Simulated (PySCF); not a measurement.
# Where the electron goes

H8NOPSi2.
Atom-mapped SMILES: `[NH2:1][Si@@:2]([OH:3])([SiH3:4])[PH2:5]` (hydrogens: H6, H7 on N1; H8 on O3; H9, H10, H11 on Si4; H12, H13 on P5)

Structure used (PBE0-D3(BJ)/def2-SVP), in Å, numbered top down from 1:
```
atom  x, y, z in Å
N1     0.108    1.330   -1.334
Si2    0.273    0.408    0.113
O3     0.433    1.272    1.541
Si4   -1.660   -0.863    0.423
P5     2.172   -0.780   -0.232
H6    -0.730    1.866   -1.528
H7     0.914    1.708   -1.821
H8     1.208    1.840    1.611
H9    -2.879    0.005    0.493
H10   -1.568   -1.664    1.683
H11   -1.825   -1.807   -0.726
H12    1.988   -1.622    0.906
H13    1.562   -1.691   -1.147
```

Computed with TDDFT PBE0/def2-SVPD, vertical, gas phase, core orbitals frozen in the response (PySCF 2.14.0, density-fitted response routines).

Kohn–Sham orbitals with the atoms that hold most of them (Löwdin shares over 4%, at most four atoms; ? is withheld):

| orbital | ε (eV) | atoms |
| --- | --- | --- |
| LUMO+2 | 0.33 | Si4 23%, P5 22%, Si2 15%, H9 10% |
| LUMO+1 | 0.22 | P5 20%, Si4 18%, O3 14%, Si2 13% |
| LUMO | -0.26 | Si2 23%, P5 18%, Si4 13%, O3 11% |
| HOMO | -7.12 | ? |
| HOMO-1 | -7.83 | ? |
| HOMO-2 | -8.86 | P5 40%, Si2 13%, O3 12%, Si4 9% |
| HOMO-3 | -8.94 | O3 35%, Si2 18%, Si4 14%, N1 10% |

Q: Which atoms hold the HOMO-1, and with what shares?

A: N1 (bonded to Si and 2 H) 64%; O3 (bonded to Si and H) 9%; Si2 (bonded to N, O, P and Si) 8%; H7 (bonded to N) 6%.

Q: Which atoms hold the HOMO, and with what shares?

A: P5 (bonded to Si and 2 H) 50%; Si2 (bonded to N, O, P and Si) 16%; Si4 (bonded to Si and 3 H) 12%; H12 (bonded to P) 5%. By element: phosphorus 50%, silicon 28%, hydrogen 5% or more.

Q: How does S1 compare with the orbital gap of 6.86 eV?

A: S1 is at 5.88 eV (f = 0.035), 0.98 eV below the gap, made of HOMO→LUMO (84%), HOMO→LUMO+1 (13%). 

Q: Give energy, strength and leading configuration of S1 and S3, and follow the Löwdin shares of the leading atoms from the occupied to the empty orbital.

A: 
- S1 (5.88 eV, f 0.035), HOMO→LUMO (84%): P5 50% → 18%, Si2 16% → 23%
- S3 (6.33 eV, f 0.026), HOMO-1→LUMO (87%): N1 64% → at most 12%, O3 9% → 11%, Si2 8% → 23%, P5 at most 7% → 18%

Time: 25 s of wall time. Hardware: one thread of an Arm Neoverse V1, no GPU, on a shared host.

One conformer stands for the species.
